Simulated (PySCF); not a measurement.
# How methods differ on the ionisation energy of Re

Re [Xe] 4f14 5d5 6s2 (6S) → Re⁺ [Xe] 4f14 5d5 6s1 (7S), as a difference of total energies. All numbers are calculated (PySCF 2.14, scalar relativity through the core potential, in aug-cc-pwCVDZ-PP with ECP60MDF (6s6p5d3f, 70 functions)). Correlated levels: valence: 5s2 5p6 frozen; valence and next inner shell: nothing frozen outside the core potential. The calculations carry no spin-orbit coupling.

| method | ionisation energy (eV) | error (eV) |
| --- | --- | --- |
| UHF | 5.926 | -1.908 |
| LDA | 8.056 | +0.222 |
| PBE | 7.568 | -0.266 |
| PBE0 | 7.357 | -0.477 |
| r2SCAN | 7.128 | -0.706 |
| MN15 | 7.920 | +0.086 |
| r2SCANh | 7.135 | -0.699 |
| LC-wPBE | 7.148 | -0.686 |
| M06-L | 8.026 | +0.192 |
| MP2 (valence) | 7.247 | -0.587 |
| SCS-MP2 (valence) | 7.516 | -0.318 |
| MP2 (valence and next inner shell) | 7.465 | -0.369 |
| SCS-MP2 (valence and next inner shell) | 7.597 | -0.237 |

Reference: 7.834 eV (measured; NIST Atomic Spectra Database, ionization energies).

Errors of the correlated levels include the incompleteness of this basis and the frozen core.

MP2 underrates the near-degeneracy of ns² with np² in the lower species.
